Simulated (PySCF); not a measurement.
Job file and geometry (Å, from GFN2-xTB) of an NMR shielding run on SMILES C(=O)C(=O)[SiH2][C@@H]([SiH3])S[SiH3], C3H10O2SSi3, PySCF 2.14.0, density-fitted response routines, GIAO PBE0/pcSseg-1 NMR shielding, non-relativistic, gas phase; density fitting, a coarse starting grid and PySCF grid level 2 are the driver's defaults:

```
$ OMP_NUM_THREADS=1 python probes_run.py task.json out

{"job": {"kind": "nmr", "xc": "PBE0", "basis": "pcSseg-1"}, "charge": 0, "multiplicity": 1}
O     -2.232490     0.669059     1.607372
C     -2.901238     0.297967     0.674621
C     -2.544390    -0.753106    -0.290618
O     -3.057609    -1.826115    -0.474590
Si    -1.015604    -0.166784    -1.349172
C      0.430863    -0.142545    -0.125353
Si     0.876058    -1.802502     0.720022
S      1.897883     0.449455    -1.086675
Si     2.708392     1.874165     0.295145
H     -3.789536     0.874546     0.332807
H     -1.300197     1.178532    -1.857773
H     -0.869513    -1.151889    -2.413170
H      0.232367     0.609318     0.639031
H     -0.289345    -2.230040     1.489158
H      1.233513    -2.753331    -0.328774
H      2.023091    -1.561364     1.597363
H      1.693813     2.903190     0.500054
H      3.893995     2.358066    -0.387826
H      3.000143     1.182629     1.545898
```

Question: Write the output of this run.

Answer: 
```
coarse grid: 18128 points
cycle   1  E = -1536.2323128109  dE =  9.901e-01  |g| = 1.041e+00  |ddm| = 4.094e+00
cycle   2  E = -1535.3185391183  dE =  9.138e-01  |g| = 2.412e+00  |ddm| = 2.715e+00
cycle   3  E = -1536.4475172323  dE = -1.129e+00  |g| = 1.120e-01  |ddm| = 2.038e+00
cycle   4  E = -1536.4491715532  dE = -1.654e-03  |g| = 8.202e-02  |ddm| = 2.123e-01
cycle   5  E = -1536.4507545413  dE = -1.583e-03  |g| = 2.245e-02  |ddm| = 9.612e-02
cycle   6  E = -1536.4508735653  dE = -1.190e-04  |g| = 7.959e-03  |ddm| = 2.722e-02
cycle   7  E = -1536.4508864455  dE = -1.288e-05  |g| = 2.766e-03  |ddm| = 8.497e-03
cycle   8  E = -1536.4508877219  dE = -1.276e-06  |g| = 1.275e-03  |ddm| = 3.003e-03
final grid: 157288 points
cycle   9  E = -1536.5246538041  dE = -7.897e-08  |g| = 1.498e-02  |ddm| = 2.788e-02
cycle  10  E = -1536.5245073863  dE =  1.464e-04  |g| = 3.155e-02  |ddm| = 3.017e-02
cycle  11  E = -1536.5246950508  dE = -1.877e-04  |g| = 1.797e-03  |ddm| = 2.092e-02
cycle  12  E = -1536.5246957310  dE = -6.802e-07  |g| = 3.811e-04  |ddm| = 1.944e-03
cycle  13  E = -1536.5246957681  dE = -3.711e-08  |g| = 1.314e-04  |ddm| = 5.670e-04
cycle  14  E = -1536.5246957725  dE = -4.425e-09  |g| = 4.296e-05  |ddm| = 1.787e-04
cycle  15  E = -1536.5246957729  dE = -3.920e-10  |g| = 2.007e-05  |ddm| = 5.757e-05
converged SCF energy = -1536.5246957729

GIAO shielding tensors (ppm)
atom      isotropic    diamagn.    paramagn.     s11        s22        s33       span
  0 O     -352.526     404.543    -757.069  -1016.581   -425.629    384.631   1401.212
  1 C      -17.480     249.508    -266.988   -113.940    -26.825     88.325    202.266
  2 C      -59.486     262.620    -322.106   -165.918    -87.870     75.331    241.249
  3 O     -517.970     395.574    -913.544  -1463.174   -469.087    378.351   1841.525
  4 Si     398.659     882.879    -484.219    354.100    392.608    449.270     95.170
  5 C      186.212     261.773     -75.562    168.356    178.270    212.009     43.653
  6 Si     416.175     881.798    -465.623    390.075    398.536    459.915     69.841
  7 S      700.451    1059.496    -359.045    543.330    606.658    951.364    408.035
  8 Si     401.178     880.525    -479.347    361.574    384.522    457.439     95.866
  9 H       21.724      25.781      -4.057     19.389     20.797     24.987      5.599
 10 H       26.948      30.627      -3.680     24.121     25.146     31.576      7.455
 11 H       27.649      31.074      -3.425     24.429     25.541     32.976      8.547
 12 H       30.300      37.444      -7.144     24.233     29.173     37.495     13.262
 13 H       27.594      31.121      -3.527     23.465     26.079     33.238      9.773
 14 H       27.797      30.670      -2.873     24.541     25.826     33.024      8.483
 15 H       27.602      30.695      -3.093     23.385     26.837     32.586      9.201
 16 H       27.080      30.194      -3.115     22.959     25.557     32.723      9.764
 17 H       27.153      28.871      -1.718     23.129     24.558     33.772     10.643
 18 H       26.994      30.139      -3.145     22.762     26.002     32.218      9.456
```

Question: Turn these shieldings into chemical shifts. Chemical shifts δ = σref − σ; ¹⁷O (σref 336.08) vs H2O; ¹³C (σref 186.93) and ²⁹Si (σref 349.16) and ¹H (σref 31.72) against TMS; ³³S (σref 503.73) vs CS2, all at this level.

Answer: Averaging equivalent atoms: O 3: 854.0; O 0: 688.6; C 2: 246.4; C 1: 204.4; C 5: 0.7; Si 4: -49.5; Si 8: -52.0; Si 6: -67.0; S 7: -197; H 9: 9.99; H 10: 4.77; H 16/17/18: 4.64; H 11: 4.07; H 13/14/15: 4.05; H 12: 1.42 ppm. Unscaled 17O shifts of doubly bonded oxygen tend to come out too high, by tens of ppm or more. Experimental scales use liquid or dissolved standards, which lie at an offset from isolated H2O (liquid H2O: subtract about 36 ppm).

Size and cost of the density-fitted run: 231 basis functions, 120 s wall time on 1 thread of an Arm Neoverse N1, shared host; peak memory 1.1 GiB.
